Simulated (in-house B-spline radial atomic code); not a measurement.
Configurations of Pr IX (Pr8+), with energies counted from [Kr] 4d10 4f1 5s2 5p2. All numbers are computed (scalar-relativistic (X2C) AM05, spin-polarised, spherical fractional occupations; Fermi nucleus of rms radius 4.8919 fm) with an all-electron radial atomic-structure program (B-spline basis), not measured. Shells without spins written out take the highest spin.

Occupations are held fixed; configurations that lie above the ionisation limit could autoionise.

```tsv
configuration	E - E(ref) (eV)	highest orbital	its <r> (bohr)
[Kr] 4d10 4f(1 up, 0 down) 5s2 5p(0 up, 2 down)	0.9732	4f up	0.8484
[Kr] 4d10 4f(0 up, 1 down) 5s2 5p(1 up, 1 down)	1.9344	4f down	0.8544
[Kr] 4d10 4f1 5s2 5p1 6s1	49.596	6s up	2.444
[Kr] 4d10 4f1 5s2 5p1 5f1	62.701	5f up	2.216
[Kr] 4d10 4f(0 up, 1 down) 5s2 5p(0 up, 1 down) 5f(1 up, 0 down)	63.543	5f up	2.257
[Kr] 4d10 4f1 5s2 5p1 6d1	71.263	6d up	3.09
[Kr] 4d(4 up, 5 down) 4f(0 up, 1 down) 5s2 5p(0 up, 2 down) 6p(1 up, 0 down)	171.79	6p up	2.65
[Kr] 4d(5 up, 4 down) 4f(0 up, 1 down) 5s2 5p(2 up, 0 down) 5f(1 up, 0 down)	176.69	5f up	2.149
```

Problem. Order these further configurations by energy, lowest first.
A. [Kr] 4d9 4f1 5s2 5p3
B. [Kr] 4d10 5s2 5p2 5f1
C. [Kr] 4d9 4f1 5s2 5p2 5d1
D. [Kr] 4d10 5s2 5p3
E. [Kr] 4d9 4f1 5s2 5p2 5f1

Solution. D (-2.9235 eV), B (61.225 eV), A (110.06 eV), C (142.35 eV), E (174.62 eV).

Problem. How far above the reference does [Kr] 4d(5 up, 4 down) 4f(1 up, 0 down) 5s2 5p(0 up, 2 down) 6s(1 up, 0 down) lie?

Solution. 164.2 eV; its least bound orbital is 6s up with <r> = 2.431 bohr.

Problem. How far above the reference does [Kr] 4d10 4f2 5s2 5p1 lie?

Solution. 6.194 eV; its least bound orbital is 4f up with <r> = 0.8848 bohr.

Problem. How far above the reference does [Kr] 4d10 5s2 5p2 6f1 lie?

Solution. 84.377 eV; its least bound orbital is 6f up with <r> = 3.756 bohr.

Problem. Is the reference the lowest configuration at this level of theory?

Solution. No: [Kr] 4d10 5s2 5p3 lies 2.924 eV lower with this functional.
